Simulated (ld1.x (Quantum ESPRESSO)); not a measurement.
**Reading a pseudo-wave (Cu (Z = 29))**

Columns: radius, all-electron u(r) and pseudo u(r) of the 4s shell (level -5.47 eV) of copper in the configuration [Ar] 3d10 4s0.5 4p0.5; PW91, scalar-relativistic, PAW scheme, ld1.x (Quantum ESPRESSO) 7.5.

| r (bohr) | all-electron | pseudo |
| --- | --- | --- |
| 0.175 | -0.1539 | -0.0506 |
| 0.350 | 0.1223 | -0.1031 |
| 0.525 | 0.2619 | -0.1593 |
| 0.700 | 0.1818 | -0.2197 |
| 0.875 | 0.0128 | -0.2840 |
| 1.050 | -0.1636 | -0.3507 |
| 1.225 | -0.3153 | -0.4172 |
| 1.400 | -0.4336 | -0.4802 |
| 1.575 | -0.5197 | -0.5361 |
| 1.750 | -0.5780 | -0.5815 |
| 1.925 | -0.6134 | -0.6136 |
| 2.100 | -0.6305 | -0.6305 |
| 2.275 | -0.6335 | -0.6335 |
| 2.450 | -0.6256 | -0.6256 |
| 2.625 | -0.6096 | -0.6096 |
| 2.800 | -0.5878 | -0.5878 |
| 2.975 | -0.5620 | -0.5620 |
| 3.150 | -0.5335 | -0.5335 |
| 3.325 | -0.5035 | -0.5035 |
| 3.500 | -0.4728 | -0.4728 |
| 3.675 | -0.4421 | -0.4421 |
| 3.850 | -0.4118 | -0.4118 |
| 4.025 | -0.3825 | -0.3825 |
| 4.200 | -0.3542 | -0.3542 |
| 4.375 | -0.3272 | -0.3272 |
| 4.550 | -0.3016 | -0.3016 |

Task: How many radial nodes do the two functions have?

Result: The all-electron 4s function has n − l − 1 = 3 (the table is too coarse to show those close to the nucleus); the pseudo-wave has 0, since the states of the same l below it are removed with the core.

Task: At about which radius was the pseudo-wave matched?

Result: 2.05 bohr, where the columns begin to agree (steps of 0.17 bohr).

Task: Is the pseudo-wave norm-conserving?

Result: No, it belongs to a PAW set: the norm inside the radius is not constrained, and the difference is carried by the augmentation charge.
